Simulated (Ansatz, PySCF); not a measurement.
Reaction (SMILES): [F][Ge]([F])([Br])[Br] [dibromo(difluoro)germane] → F atom + [F][Ge]([Br])[Br] (the F-Ge bond at the site shown breaks; other sites are not compared here)
Structures are relaxed separately at B3LYP-D3(BJ)/def2-TZVP in Ansatz (a program for electronic structure). Frequencies are from Ansatz or PySCF.

Property: bond dissociation energy (enthalpy at 298 K, with B3LYP-D3(BJ) rigid-rotor harmonic-oscillator terms), in kJ/mol. Cores are frozen in the correlated levels unless marked. Open shells are spin-unrestricted. Spin-orbit coupling is left out. The frozen core is the preceding noble-gas configuration, with the filled d and f shells of earlier blocks. Non-relativistic. CBS marks a two-point X^-3 extrapolation of the correlation energy; Hartree-Fock from the larger set (for Q and 5 zeta extrapolated as (X+1)exp(-9√X)).

| level | program | bond dissociation energy (kJ/mol) |
|---|---|---|
| PBE-D4/def2-TZVPD | Ansatz + dftd4 | 500.4 |
| BLYP-D4/def2-TZVPD | Ansatz + dftd4 | 480.7 |
| B3LYP/def2-TZVPD | Ansatz | … |
| PBE0/6-31G* | Ansatz | … |
| PBE0/def2-TZVP | Ansatz | 488.7 |
| r2SCANh/def2-TZVPD | Ansatz | 492.3 |
| B2PLYP-D4/def2-TZVPD | Ansatz + dftd4 | 504.6 |
| SCS-MP2/cc-pVTZ | Ansatz | 532.0 |
| CCSD(T)/CBS(cc-pVQZ,cc-pV5Z) | Ansatz | … |

Q: Complete the blanks.

A: 
- B3LYP/def2-TZVPD, bond dissociation energy (kJ/mol): 478.2
- PBE0/6-31G*, bond dissociation energy (kJ/mol): 490.0
- CCSD(T)/CBS(cc-pVQZ,cc-pV5Z), bond dissociation energy (kJ/mol): 533.7
